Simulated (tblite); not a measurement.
C₆H₁₀B₂O.
Atom-mapped SMILES: `[BH2:1][O:2][BH:3][C@H:4]([C:5]#[C:6][CH3:7])[CH:8]=[CH2:9]` (hydrogens: H10, H11 on B1; H12 on B3; H13 on C4; H14, H15, H16 on C7; H17 on C8; H18, H19 on C9)

Computed with GFN2-xTB (tblite), gas phase: L-BFGS steps from a force-field or distance-geometry start until the largest atomic force falls under 0.01 eV/Å.

Step 128: E = -665.9828 eV
```
atom  x, y, z in Å  |  force x, y, z in eV/Å
B1      3.3846   -0.5528   -0.2238    0.025   0.022   0.002
O2      2.2619    0.0239   -0.5223   -0.005  -0.014   0.001
B3      1.1124    0.5672   -0.7727   -0.001  -0.005   0.008
C4     -0.0156    0.6316    0.3894   -0.014   0.010   0.019
C5     -0.7840   -0.6011    0.3040   -0.025   0.014   0.004
C6     -1.4508   -1.5944    0.2230    0.024  -0.023  -0.007
C7     -2.2378   -2.8057    0.1219   -0.020  -0.006  -0.010
C8     -0.9264    1.8287    0.3142    0.001   0.024   0.009
C9     -0.5101    3.0612    0.0862    0.001  -0.026   0.027
H10     3.5011   -1.7156   -0.3803   -0.011  -0.014   0.009
H11     4.2788    0.0970    0.1912   -0.007   0.005  -0.012
H12     0.8763    0.9737   -1.8533   -0.001   0.010  -0.018
H13     0.4726    0.6397    1.3740    0.015   0.002   0.007
H14    -1.7408   -3.5213   -0.5331    0.012  -0.012   0.012
H15    -2.3750   -3.2577    1.1042    0.035   0.004   0.012
H16    -3.2181   -2.5762   -0.2932   -0.038   0.014  -0.023
H17    -1.9785    1.6300    0.4789    0.017   0.002  -0.024
H18    -1.1925    3.8940    0.0609    0.015   0.003  -0.005
H19     0.5319    3.2872   -0.0768   -0.024  -0.008  -0.009
```

Step 129: E = -665.9833 eV
```
atom  x, y, z in Å  |  force x, y, z in eV/Å
B1      3.3862   -0.5415   -0.2202    0.006   0.030  -0.005
O2      2.2624    0.0270   -0.5323   -0.004  -0.021   0.002
B3      1.1096    0.5609   -0.7881   -0.015  -0.014   0.008
C4     -0.0174    0.6279    0.3768    0.009  -0.001   0.013
C5     -0.7891   -0.6033    0.2970   -0.031  -0.004  -0.001
C6     -1.4571   -1.5964    0.2209    0.035  -0.010  -0.005
C7     -2.2436   -2.8090    0.1267   -0.023   0.000  -0.012
C8     -0.9239    1.8278    0.3045    0.016   0.036   0.017
C9     -0.5003    3.0627    0.1024   -0.009  -0.044   0.031
H10     3.5079   -1.7062   -0.3600   -0.010  -0.004   0.008
H11     4.2742    0.1190    0.1903    0.000   0.000  -0.010
H12     0.8696    0.9553   -1.8727    0.002   0.009  -0.004
H13     0.4780    0.6353    1.3580    0.004   0.003   0.007
H14    -1.7473   -3.5269   -0.5267    0.010  -0.009   0.021
H15    -2.3788   -3.2563    1.1116    0.039   0.003   0.005
H16    -3.2254   -2.5829   -0.2873   -0.033   0.018  -0.022
H17    -1.9787    1.6297    0.4516    0.017   0.006  -0.032
H18    -1.1809    3.8967    0.0804    0.012   0.015  -0.009
H19     0.5446    3.2895   -0.0404   -0.025  -0.014  -0.011
```

Step 130: E = -665.9836 eV
```
atom  x, y, z in Å  |  force x, y, z in eV/Å
B1      3.3852   -0.5363   -0.2177   -0.010   0.021  -0.008
O2      2.2610    0.0268   -0.5380   -0.004  -0.019   0.004
B3      1.1071    0.5566   -0.7968   -0.031  -0.016   0.004
C4     -0.0191    0.6268    0.3703    0.024  -0.010   0.006
C5     -0.7944   -0.6025    0.2934   -0.020  -0.007  -0.005
C6     -1.4600   -1.5973    0.2183    0.029  -0.007  -0.006
C7     -2.2453   -2.8114    0.1280   -0.018   0.005  -0.010
C8     -0.9217    1.8295    0.3011    0.012  -0.012   0.027
C9     -0.4947    3.0642    0.1114   -0.011   0.002   0.021
H10     3.5084   -1.7026   -0.3454   -0.005   0.004   0.007
H11     4.2698    0.1306    0.1888    0.011   0.000  -0.007
H12     0.8656    0.9434   -1.8844    0.002   0.008   0.008
H13     0.4813    0.6334    1.3491   -0.004   0.001   0.008
H14    -1.7474   -3.5301   -0.5237    0.004  -0.005   0.022
H15    -2.3771   -3.2562    1.1147    0.034   0.005  -0.003
H16    -3.2286   -2.5890   -0.2857   -0.016   0.016  -0.014
H17    -1.9769    1.6333    0.4411   -0.011  -0.002  -0.029
H18    -1.1735    3.8994    0.0925    0.008   0.022  -0.011
H19     0.5504    3.2904   -0.0247    0.006  -0.007  -0.014
```

Step 131: E = -665.9839 eV
```
atom  x, y, z in Å  |  force x, y, z in eV/Å
B1      3.3909   -0.5183   -0.2165   -0.033   0.018  -0.010
O2      2.2622    0.0296   -0.5485   -0.008  -0.008   0.008
B3      1.1041    0.5482   -0.8128   -0.028  -0.027   0.000
C4     -0.0224    0.6197    0.3554    0.025  -0.017   0.002
C5     -0.8035   -0.6065    0.2847   -0.012  -0.020  -0.008
C6     -1.4692   -1.6021    0.2169    0.022   0.003  -0.008
C7     -2.2570   -2.8160    0.1359   -0.004   0.010  -0.007
C8     -0.9188    1.8269    0.2861    0.023   0.058   0.027
C9     -0.4806    3.0642    0.1327   -0.011  -0.060   0.019
H10     3.5253   -1.6843   -0.3338    0.003   0.004   0.007
H11     4.2646    0.1614    0.1916    0.015   0.001  -0.010
H12     0.8617    0.9255   -1.9038   -0.001   0.007   0.020
H13     0.4830    0.6264    1.3316   -0.010   0.000   0.009
H14    -1.7597   -3.5390   -0.5118   -0.005   0.000   0.020
H15    -2.3840   -3.2548    1.1263    0.024   0.011  -0.011
H16    -3.2420   -2.5967   -0.2766    0.007   0.015  -0.003
H17    -1.9790    1.6314    0.3954    0.033   0.019  -0.037
H18    -1.1550    3.9030    0.1133    0.003   0.021  -0.012
H19     0.5695    3.2907    0.0264   -0.043  -0.035  -0.003
```

Question: Estimate the geometry and energy of step 132. (The exact step hangs on the optimiser's Hessian estimate; all steps are aligned on step 131, rigid shifts and turns removed.)

Answer: E = -665.9843 eV, largest force 0.033 eV/Å
```
atom  x, y, z in Å  |  force x, y, z in eV/Å
B1      3.3906   -0.5183   -0.2174   -0.020   0.001  -0.001
O2      2.2615    0.0287   -0.5472   -0.023   0.009   0.007
B3      1.1039    0.5482   -0.8107   -0.024  -0.022  -0.002
C4     -0.0225    0.6200    0.3571    0.012  -0.016   0.000
C5     -0.8052   -0.6053    0.2854    0.004  -0.013  -0.008
C6     -1.4674   -1.6030    0.2162    0.007  -0.001  -0.010
C7     -2.2567   -2.8160    0.1351    0.006   0.009  -0.005
C8     -0.9186    1.8277    0.2875    0.006  -0.008   0.028
C9     -0.4815    3.0638    0.1323    0.001   0.010   0.002
H10     3.5234   -1.6840   -0.3353    0.011  -0.010   0.005
H11     4.2653    0.1598    0.1903    0.018   0.008  -0.009
H12     0.8639    0.9272   -1.9016   -0.009   0.008   0.016
H13     0.4816    0.6259    1.3339   -0.008   0.000   0.008
H14    -1.7594   -3.5400   -0.5114   -0.008   0.001   0.010
H15    -2.3818   -3.2548    1.1257    0.012   0.014  -0.009
H16    -3.2418   -2.5960   -0.2776    0.016   0.010   0.004
H17    -1.9782    1.6328    0.3963    0.006   0.009  -0.027
H18    -1.1545    3.9040    0.1116    0.001   0.011  -0.010
H19     0.5676    3.2886    0.0224   -0.008  -0.021   0.001
```

The energy changes by -0.0004 eV. The first-order estimate −F·Δx gives -0.0006 eV and the mean of the old and new forces, exact on a quadratic surface, -0.0004 eV. The step makes an angle of 66° with the force vector and moves no atom by more than 0.005 Å.

The cost below is that of the whole relaxation. On one thread, Intel Xeon Platinum 8488C (x86_64) (shared host), this took 1.6 s wall.
